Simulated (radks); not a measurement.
Task: These are the eigenvalues of the occupied orbitals of an atom or ion with whole-number occupations (eV). Calculated with a radial shooting solver on a logarithmic mesh with Libxc functionals: non-relativistic Kohn-Sham, LB94 model potential, spin-polarised, spherical densities, point nucleus.

| orbital | eigenvalue |
|---|---|
| 1s down | -16061.41 |
| 1s up | -16061.27 |
| 2s down | -2458.393 |
| 2s up | -2458.292 |
| 2p down | -2275.954 |
| 2p up | -2275.598 |
| 3s up | -645.6877 |
| 3s down | -639.9394 |
| 3p up | -578.5168 |
| 3p down | -572.7414 |
| 3d up | -458.9437 |
| 3d down | -453.5465 |

Which element is it, and in what charge state? The configuration may be excited. Open shells, if any, are filled with parallel spins first.

Result: Z = 38, strontium, charge +13: Sr13+ in [Ar] 3d7. The list shows which subshells hold electrons but not how many an open one holds; the 1s level, -590.25 hartree, gives Z - s = 34.4 by -(Z - s)^2/2, which with screening narrows Z to a few neighbours, and the depths of the outer levels then fix element, charge and occupations together.
